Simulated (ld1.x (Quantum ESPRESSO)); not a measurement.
N, ultrasoft: configuration errors across variants

nitrogen, ultrasoft, made with ld1.x (Quantum ESPRESSO) 7.5 (PBE, scalar-relativistic). Core [He], reference 2s2 2p3. Waves: 2s (bound): rcut 0.60, rcutus 0.70 bohr; 2s channel at -0.65 Ry: rcut 0.60, rcutus 0.70 bohr; 2p (bound): rcut 1.55, rcutus 1.85 bohr; 2p channel at 0.65 Ry: rcut 1.55, rcutus 1.85 bohr. Local part: all-electron potential smoothed inside 1.30 bohr (lloc = -1). Core correction: none. Augmentation charge: PSQ, radius 0.60 bohr.

All-electron excitation energies from the reference (eV): (1) 2s2 2p2 13.591; (2) 2s2 2p1 42.445; (3) 2s2 2p0 89.528; (4) 2s0 2p5 23.041; (5) 2s1 2p0 167.346; (6) 2s1 2p4 11.508; (7) 2s2 2p3.3 -1.619.

Errors AE − PS in meV (a dash: test not solved or not reliable):

| change | (1) | (2) | (3) | (4) | (5) | (6) | (7) | bound ghosts |
| --- | --- | --- | --- | --- | --- | --- | --- | --- |
| base | +9.8 | +97 | +507 | +268 | +593 | +73 | +0.4 | none |
| core correction a·sin(br)/r model core inside 0.30 bohr | -1.2 | -8.6 | -13 | +45 | -17 | +11 | +0.1 | none |
| core correction a·sin(br)/r model core inside 0.40 bohr | +0.1 | +3.5 | +40 | +79 | +42 | +20 | +0.1 | none |
| core correction a·sin(br)/r model core inside 0.50 bohr | +1.9 | +20 | +131 | +125 | +193 | +33 | +0.2 | none |
| core correction a·sin(br)/r model core inside 0.60 bohr | +4.1 | +39 | +210 | +186 | +208 | +52 | +0.2 | none |
| core correction a·sin(br)/r model core inside 0.76 bohr | +7.8 | +75 | +401 | +236 | +414 | +65 | +0.3 | none |
| core correction a·sin(br)/r model core inside 0.80 bohr | +8.4 | +81 | +436 | +245 | +463 | +68 | +0.3 | none |

Q: Give the same row for: core correction a·sin(br)/r model core inside 0.64 bohr.

A: +5.2, +49, +252, +201, +243, +56, +0.3; bound ghosts: none.
